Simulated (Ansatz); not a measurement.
Isolated molecules relaxed with PBE0-D4/def2-TZVP in Ansatz; ΔE leaves out vibrations. CCSD(T)/CBS adds triple-zeta CCSD(T) − MP2 to the extrapolated MP2 energy (def2 sets, frozen cores). This one scheme is used for every species. DFT in def2-TZVPP. B3LYP here is the variant with VWN-RPA as its local correlation; programs differ in this. def2 core potentials past Kr. For Sn outer-core shells are correlated without core-valence functions, which leaves a few kJ/mol of doubt a bond.

`C#[C][SnH]([CH3])[Cl]` + H₂ → `C#C` + `[CH3][SnH2][Cl]`  (hydrogenolysis of a C–Sn bond)

`C#[C][SnH]([CH3])[Cl]`:

Cartesian coordinates in Å:
```
C 2.397 1.422 0.616
C 1.250 1.093 0.435
Sn -0.714 0.483 0.140
C -0.789 -1.578 -0.354
Cl -1.479 1.653 -1.729
H 3.409 1.720 0.771
H -1.678 0.990 1.446
H -1.818 -1.866 -0.563
H -0.175 -1.747 -1.238
H -0.403 -2.170 0.476
```

H₂:

Cartesian coordinates in Å:
```
H 0.170 0.282 -0.176
H -0.170 -0.282 0.176
```

`C#C`:

```xyz
4

C    -0.175   -0.110   -0.562
C     0.175    0.110    0.562
H    -0.487   -0.307   -1.560
H     0.487    0.307    1.560
```

`[CH3][SnH2][Cl]`:

```xyz
8

C    -0.942    0.707   -0.106
Sn    0.636   -0.715   -0.006
Cl    2.430    0.399    1.008
H    -0.612    1.569   -0.686
H    -1.817    0.264   -0.581
H    -1.201    1.029    0.902
H     0.295   -2.046    1.003
H     1.210   -1.207   -1.535
```

```csv
level,ΔE (kJ/mol)
PBE0-D4,-4.3
B3LYP-D4,-3.4
```

Q: What does CCSD(T)/CBS give? (An estimate is asked.)

A: Computed: +4.9 kJ/mol. The listed levels differ from it by -9.2, -8.3 kJ/mol.

Largest T1 diagnostic among the species: 0.013.

The D4 term adds +8.8 kJ/mol with B3LYP and +5.1 kJ/mol with PBE0; it sums over pairs of atoms, weighted by their polarisabilities, and B3LYP, whose exchange is more repulsive, gets the larger term. At CCSD(T), def2-SVP lies −12.3 kJ/mol from the extrapolated value and def2-TZVPP −0.2 kJ/mol. In def2-TZVPP, CCSD(T) changes the Hartree–Fock value by +22.6 kJ/mol (the triples alone add +5.8 kJ/mol) and MP2 by +32.1 kJ/mol.
